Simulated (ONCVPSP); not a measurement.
Hf, ONCV: configuration errors across variants

Hf, optimised norm-conserving Vanderbilt (ONCV), made with ONCVPSP 4.0.1 (PBE, scalar-relativistic). Core [Kr] 4d10 4f14 5s2, reference 5p6 5d2 6s2. Waves: 6s: rc 2.40 bohr, ncon 4, nbas 7, qcut 2.9 1/bohr, 2 projectors, debl 4 Ha; 5p: rc 2.20 bohr, ncon 4, nbas 8, qcut 6.7 1/bohr, 2 projectors, debl 1.4 Ha; 5d: rc 2.70 bohr, ncon 4, nbas 8, qcut 5.3 1/bohr, 3 projectors, debl 4 Ha. Local part: polynomial inside 2.15 bohr (lpopt 4, dvloc0 0 Ha). Core correction: polynomial model core, fcfact 0.7.

All-electron excitation energies from the reference (eV): (1) 5p6 5d2 6s1 7.977; (2) 5p6 5d2 6s0 22.157; (3) 5p6 5d3 6s1 2.593.

Errors AE − PS in meV (a dash: test not solved or not reliable):

```tsv
change	(1)	(2)	(3)	bound ghosts	GHOST(+) flags above zero
base	-7.0	-33	-18	none	s
p: qcut 4.8	-7.0	-33	-18	none	s
p: qcut 5.7	-7.0	-33	-18	none	s
p: qcut 6.5	-7.0	-33	-18	none	s
p: qcut 7.3	-7.0	-33	-18	none	s
p: qcut 8.2	-7.0	-33	-18	none	s
p: qcut 9	-7.0	-33	-18	none	s
p: qcut 9.8	-7.0	-33	-18	none	s
```

Q: Give the same row for: p: qcut 4.

A: -7.1, -34, -18; bound ghosts: none; GHOST(+) flags above zero: s.
